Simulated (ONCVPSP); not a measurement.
phosphorus (P): ONCV pseudisation with PBE, scalar-relativistic reference atom.

The input file (ONCVPSP 4.0.1):

```
# ATOM AND REFERENCE CONFIGURATION
# atsym  z   nc   nv     iexc    psfile
  P 15.00    1    4        4      upf
#
#   n    l    f
    1    0    2.00
    2    0    2.00
    2    1    6.00
    3    0    2.00
    3    1    1.00
#
# PSEUDOPOTENTIAL AND OPTIMIZATION
# lmax
    2
#
#   l,   rc,      ep,       ncon, nbas, qcut
    0    1.00    0.00    3    7   12.80
    1    0.85    0.00    5    8   13.40
    2    0.85    0.24    4    7   12.10
#
# LOCAL POTENTIAL
# lloc, lpopt,  rc(5),   dvloc0
    2    5    0.85    0.00
#
# VANDERBILT-KLEINMAN-BYLANDER PROJECTORs
# l, nproj, debl
    0    3    2.90
    1    2    2.10
    2    0    2.20
#
# MODEL CORE CHARGE
# icmod, fcfact, rcfact
    3    4.75    1.50
#
# LOG DERIVATIVE ANALYSIS
# epsh1, epsh2, depsh
   -9.00    5.00    0.04
#
# OUTPUT GRID
# rlmax, drl
    6.00    0.01
#
# TEST CONFIGURATIONS
# ncnf
    4
# nvcnf
#   n    l    f
    4
    2    0    2.00
    2    1    6.00
    3    0    2.00
    3    1    3.00
#
    4
    2    0    2.00
    2    1    6.00
    3    0    2.00
    3    1    2.00
#
    4
    2    0    2.00
    2    1    6.00
    3    0    2.00
    3    1    0.00
#
    4
    2    0    2.00
    2    1    5.00
    3    0    2.00
    3    1    3.00
#
```

Command:

```bash
oncvpsp.x < P.dat > P.out
```

Resulting log (shortened: citation, most of the input echo, consistency checks and plot data are left out):

```
ONCVPSP  (Optimized Norm-Conservinng Vanderbilt PSeudopotential)
scalar-relativistic version 4.0.1

#   n    l    f        energy (Ha)
    1    0    2.00    -7.7481501E+01
    2    0    2.00    -7.2589583E+00
    2    1    6.00    -5.4421928E+00
    3    0    2.00    -1.2478734E+00
    3    1    1.00    -8.9209700E-01

Reference configufation results
  iterations    25
  all-electron total energy (Ha)   -3.40840950D+02

Begin loop to  construct optimized pseudo wave functions
and semi-local pseudopoentials for all angular momenta

   Wellstate for l =  0  n =  5
     eigenvalue =   1.6521
     asymptotic potential =   2.1521
     half-point radius =  2.8762

Calculating optimized projector #   1

 for l=   0

    Fraction of norm inside rc  0.966926
    Optimizing pswf for qcut=  12.81 a_B^-1,  ecut=  82.00 Ha
    Residual kinetic energy error=  1.75D-08 Ha

    Energy error per electron        Cutoff
         Ha          eV             Ha
         0.01000     0.27211       30.24
         0.00100     0.02721       39.84
         0.00010     0.00272       48.53
         0.00001     0.00027       56.28

Calculating optimized projector #   2

 for l=   0

    Fraction of norm inside rc  0.090621
    Optimizing pswf for qcut=  12.81 a_B^-1,  ecut=  82.00 Ha
    Residual kinetic energy error=  1.17D-07 Ha

    Energy error per electron        Cutoff
         Ha          eV             Ha
         0.01000     0.27211       22.97
         0.00100     0.02721       31.10
         0.00010     0.00272       38.09
         0.00001     0.00027       61.73

Calculating optimized projector #   3

 for l=   0

    Fraction of norm inside rc  0.032588
    Optimizing pswf for qcut=  12.81 a_B^-1,  ecut=  82.00 Ha
    Residual kinetic energy error=  2.30D-07 Ha

    Energy error per electron        Cutoff
         Ha          eV             Ha
         0.01000     0.27211       20.02
         0.00100     0.02721       28.42
         0.00010     0.00272       35.74
         0.00001     0.00027       62.95

Calculating optimized projector #   1

 for l=   1

    Fraction of norm inside rc  0.920062
    Optimizing pswf for qcut=  13.38 a_B^-1,  ecut=  89.57 Ha
    Residual kinetic energy error=  7.12D-03 Ha

    Energy error per electron        Cutoff
         Ha          eV             Ha
         0.01000     0.27211       86.37
         0.00100     0.02721      225.94
         0.00010     0.00272      274.23
         0.00001     0.00027      304.17

Calculating optimized projector #   2

 for l=   1

    Fraction of norm inside rc  0.045457
    Optimizing pswf for qcut=  13.38 a_B^-1,  ecut=  89.57 Ha
    Residual kinetic energy error=  2.08D-03 Ha

    Energy error per electron        Cutoff
         Ha          eV             Ha
         0.01000     0.27211       74.84
         0.00100     0.02721       97.16
         0.00010     0.00272      247.60
         0.00001     0.00027      319.09

   Wellstate for l =  2  n =  4
     eigenvalue =   0.2400
     asymptotic potential =   0.7400
     half-point radius =  4.1606

Calculating optimized projector #   1

 for l=   2

    Fraction of norm inside rc  0.025319
    Optimizing pswf for qcut=  12.11 a_B^-1,  ecut=  73.32 Ha
    Residual kinetic energy error=  3.80D-05 Ha

    Energy error per electron        Cutoff
         Ha          eV             Ha
         0.01000     0.27211       23.72
         0.00100     0.02721       45.26
         0.00010     0.00272       65.16
         0.00001     0.00027      129.04

Construct Vanderbilt / Kleinmman-Bylander projectors

B matrix Hermiticity error, ll=   0
   1   2    8.7158E-04
   1   3    7.1151E-04
   2   3   -1.0513E-04

  Orthonormal projector coefficients  1.1941E+01 -8.6960E+00  3.1896E+00

B matrix Hermiticity error, ll=   1
   1   2    5.4187E-04

  Orthonormal projector coefficients -1.4772E+01 -5.6920E+00

Model core correction analysis
  based on d2Exc/dn_idn_j

d2excae - all-electron derivatives

   -9.164219D-02   -8.226035D-02   -6.616627D-03   -4.192928D-03
   -8.226183D-02   -9.038428D-02   -6.882961D-03   -5.713665D-03
   -6.615636D-03   -6.882253D-03   -5.062078D-02   -4.573477D-02
   -4.192632D-03   -5.713540D-03   -4.573305D-02   -4.462380D-02

d2excps - pseudofunction derivatives with no core correction

   -9.488038D-02   -8.579144D-02   -7.664928D-03   -5.128419D-03
   -8.579249D-02   -9.011776D-02   -6.864993D-03   -5.576828D-03
   -7.665085D-03   -6.864286D-03   -5.075786D-02   -4.579432D-02
   -5.128321D-03   -5.576750D-03   -4.579260D-02   -4.461970D-02

rms 2nd derivative error    1.571343E-03

rmatch, rhocmatch    0.1772  142.1076

Teter function model core charge with specified parameters

d2excps - pseudofunction derivatives with core correction

   -8.336390D-02   -8.411683D-02   -6.312848D-03   -4.937415D-03
   -8.411604D-02   -9.034302D-02   -6.632770D-03   -5.545038D-03
   -6.311758D-03   -6.632058D-03   -5.060070D-02   -4.577057D-02
   -4.937121D-03   -5.544979D-03   -4.576884D-02   -4.461383D-02

rms 2nd derivative error    2.192239E-03

Pseudoatom total energy -122.649223

Diagnostic tests using Vanderbilt-Kleinman-Bylander pseudopotentials
  1 or more projectors used as specified by nproj input data

   l    rcore       rmatch      e in        delta e   norm test  slope test

   0   1.0041475   1.0346356  -7.2589583   0.0000099   1.0002419   1.0002101
   0   1.0041475   1.0346356  -1.2478734   0.0000050   1.0000432   1.0000625
   0   1.0041475   1.0346356   1.6521266  -0.0001481   1.0003255   1.0003255

   1   0.8543819   0.8803228  -5.4421928  -0.0000245   1.0002143   1.0002356
   1   0.8543819   0.8803228  -0.8920970   0.0000336   1.0000971   1.0000901

   2   0.8543819   0.8803228   0.2400000   0.0000612   1.0000038   1.0000038

 Testing for bound ghosts
   n   l    E NL Schr. Eq   E Basis Diag.   E Cutoff

   1   0       -7.258948       -7.258944    262.02
   2   0       -1.247868       -1.137056    262.02

   2   1       -5.442217       -5.442129    415.75
   3   1       -0.892063       -0.482426    415.75

 Testing for highly-localized positive-energy ghosts
       l    <radius>/rc     E Basis Diag.   E Cutoff

Test configuration 0

   n   l     f        eae           eps        diff
   1   0  2.0000  -77.48150135
   2   0  2.0000   -7.25895834   -7.25894842    9.92D-06
   2   1  6.0000   -5.44219278   -5.44221730   -2.45D-05
   3   0  2.0000   -1.24787342   -1.24786843    5.00D-06
   3   1  1.0000   -0.89209700   -0.89206344    3.36D-05

    Total energies and differences
      AE_ref= -3.40840950D+02  AE_tst= -3.40840950D+02  dif=  0.00D+00
      PS_ref= -1.22649223D+02  PS_tst= -1.22649223D+02  dif= -3.27D-13
      PSP excitation error=  3.27D-13

Test configuration 1

   n   l     f        eae           eps        diff
   1   0  2.0000  -76.59189075
   2   0  2.0000   -6.39406272   -6.39421544   -1.53D-04
   2   1  6.0000   -4.57504848   -4.57769473   -2.65D-03
   3   0  2.0000   -0.51336413   -0.51329880    6.53D-05
   3   1  3.0000   -0.20237180   -0.20240212   -3.03D-05

    Total energies and differences
      AE_ref= -3.40840950D+02  AE_tst= -3.41902143D+02  dif= -1.06D+00
      PS_ref= -1.22649223D+02  PS_tst= -1.23710528D+02  dif= -1.06D+00
      PSP excitation error=  1.12D-04

Test configuration 2

   n   l     f        eae           eps        diff
   1   0  2.0000  -76.99054902
   2   0  2.0000   -6.78485345   -6.78489546   -4.20D-05
   2   1  6.0000   -4.96658816   -4.96832390   -1.74D-03
   3   0  2.0000   -0.85579034   -0.85576438    2.60D-05
   3   1  2.0000   -0.52239719   -0.52243769   -4.05D-05

    Total energies and differences
      AE_ref= -3.40840950D+02  AE_tst= -3.41544589D+02  dif= -7.04D-01
      PS_ref= -1.22649223D+02  PS_tst= -1.23352914D+02  dif= -7.04D-01
      PSP excitation error=  5.15D-05

Test configuration 3

   n   l     f        eae           eps        diff
   1   0  2.0000  -78.05541584
   2   0  2.0000   -7.80532563   -7.80529878    2.69D-05
   2   1  6.0000   -5.99094681   -5.98828741    2.66D-03
   3   0  2.0000   -1.67625132   -1.67621510    3.62D-05

    Total energies and differences
      AE_ref= -3.40840950D+02  AE_tst= -3.39748055D+02  dif=  1.09D+00
      PS_ref= -1.22649223D+02  PS_tst= -1.21556407D+02  dif=  1.09D+00
      PSP excitation error=  7.82D-05

Test configuration 4

   n   l     f        eae           eps        diff
   1   0  2.0000  -78.19622270
   2   0  2.0000   -7.53150307   -7.53682840   -5.33D-03
   2   1  5.0000   -5.76720399   -5.72473112    4.25D-02
   3   0  2.0000   -0.97245481   -0.97375796   -1.30D-03
   3   1  3.0000   -0.61011712   -0.60862652    1.49D-03

    Total energies and differences
      AE_ref= -3.40840950D+02  AE_tst= -3.36745455D+02  dif=  4.10D+00
      PS_ref= -1.22649223D+02  PS_tst= -1.18571264D+02  dif=  4.08D+00
      PSP excitation error=  1.75D-02
```

The run took about 3.4 s on one core of a shared server CPU.
